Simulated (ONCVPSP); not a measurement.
Cutoff test, potassium (K), ONCV

* Element: K
* Generator: ONCVPSP 4.0.1
* Type: optimised norm-conserving Vanderbilt (ONCV)
* Functional: LDA (Perdew-Zunger)
* Relativity: scalar-relativistic
* Frozen core: [Ne] 3s2
* Valence charge: 7
* Reference configuration: 3p6 4s1
* Partial waves: 4s: rc 3.95 bohr, ncon 3, nbas 7, qcut 1.4 1/bohr, 2 projectors, debl 1.2 Ha; 3p: rc 1.90 bohr, ncon 5, nbas 10, qcut 9.2 1/bohr, 1 projector; d scattering state at 0.08 Ha: rc 4.25 bohr, ncon 3, nbas 7, qcut 2 1/bohr, 1 projector
* Local potential: polynomial inside 1.85 bohr (lpopt 5, dvloc0 1 Ha)
* Core correction: Teter function, fcfact 5.75, rcfact 1.5

Q: For each optimised wave give the share of its norm inside rc, the residual kinetic energy above qcut (Ha) and the cutoffs (Ha) for errors of 10, 1, 0.1 and 0.01 mHa per electron.

A:

```csv
wave,norm inside rc,residual KE,10 mHa,1 mHa,0.1 mHa,0.01 mHa
4s,0.345,8.8e-04,0.1,0.9,6.5,11.5
s projector 2,0.302,1.4e-01,4.2,11.2,17.4,35.3
3p,0.807,5.4e-09,8.6,11.7,23.6,30.0
d projector 1,0.370,8.4e-03,1.9,8.6,14.6,32.6
```

The occupied waves need 12 Ha and 24 Ha for 1 and 0.1 mHa. Note: no bound ghost flagged; GHOST(+) flagged for s at 24.3 eV.
